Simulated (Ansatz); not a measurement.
Gas-phase electronic energies from Ansatz, PBE0-D4/def2-TZVP geometries. CCSD(T)/CBS is the MP2 limit (def2-TZVPP, def2-QZVPP) plus CCSD(T) − MP2 in def2-TZVPP, frozen cores. DFT in def2-TZVPP. For Se outer-core shells are correlated without core-valence functions, which leaves a few kJ/mol of doubt a bond. Scalar relativity is left out up to krypton. One conformer a species, not always the lowest.

Reaction (redistribution): `CB(F)[SeH]` + `[NH2][Al]([OH])[OH]` → `[OH][Al]([OH])[SeH]` + `CB(N)F`

CCSD(T)/CBS gives -84.6 kJ/mol.

Question: Another level gave -84.4 kJ/mol. Which?
A. PBE-QIDH/def2-TZVPP
B. RPA@PBE/def2-TZVPP
C. HF/def2-TZVPP
D. CCSD(T)/def2-TZVPP

Answer: D. CCSD(T)/def2-TZVPP -84.4, PBE-QIDH -90.3, HF/def2-TZVPP -97.0, RPA@PBE/def2-TZVPP -80.0 kJ/mol.

Largest T1 diagnostic among the species: 0.011.

From r2SCAN to r2SCAN0 (25 % exact exchange), in def2-TZVPP and without D4, ΔE moves by −3.7 kJ/mol. Leaving LDA and LC-ωPBE aside and taking each functional with its dispersion term where it has one, the values, not all of them listed here, spread over 9.6 kJ/mol, from BHLYP-D4 to BLYP-D4. LDA lies −3.3 kJ/mol from PBE without D4.
